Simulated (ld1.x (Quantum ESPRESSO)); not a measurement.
Transferability test, TM potential for calcium (Ca)

ld1.x (Quantum ESPRESSO) 7.5 input, shortened:

```
&input
   title='Ca', zed=20., rel=1, dft='PBE', iswitch=3,
   config='[Ar] 3d0 4s1.5 4p0'
 /
 &inputp
   pseudotype=2, tm=.true., lloc=0,
   nlcc=.false.
 /
3
4P  2  1   0.00   0.00  3.10  3.10  0.0
3D  3  2   0.00   0.00  2.30  2.30  0.0
4S  1  0   1.50   0.00  3.05  3.05  0.0
 &test
   configts(1)='3d0 4s1.5 4p0'
 /
```

Energies are relative to the spin-unpolarised reference configuration 3d0 4s1.5 4p0; without spin polarisation the order of configurations can differ from experiment.

| valence configuration | charge | ΔE all-electron (eV) | error AE − PS (meV) |
| --- | --- | --- | --- |
| 3d0 4s2 4p0 | 0 | -2.504 | +0.2 |
| 3d0 4s1 4p0 | +1 | 3.806 | +4.8 |
| 3d0 4s1 4p1 | 0 | -0.082 | +3.4 |
| 3d1 4s0 4p0 | +1 | 5.185 | +1778 |
| 3d0 4s0 4p2 | 0 | 2.448 | +49 |

Problem. What are ΔE and the potential's error for 3d0.5 4s1.5 4p0?

Solution. ΔE = -1.451 eV all-electron; the error (AE − PS) is +586 meV.

Problem. What are ΔE and the potential's error for 3d1 4s1 4p0?

Solution. ΔE = -0.221 eV all-electron; the error (AE − PS) is +1207 meV.

Levels in the configuration 3d1 4s1 4p0:

| level | all-electron (eV) | pseudo (eV) |
| --- | --- | --- |
| 3d | -0.763 | -1.323 |
| 4s | -3.316 | -2.814 |

These tests converged, but a pseudo level misses the all-electron one widely, so the file describes the atom poorly there or has found another state: 3d0.5 4s1.5 4p0: 3d by 1.2 eV.
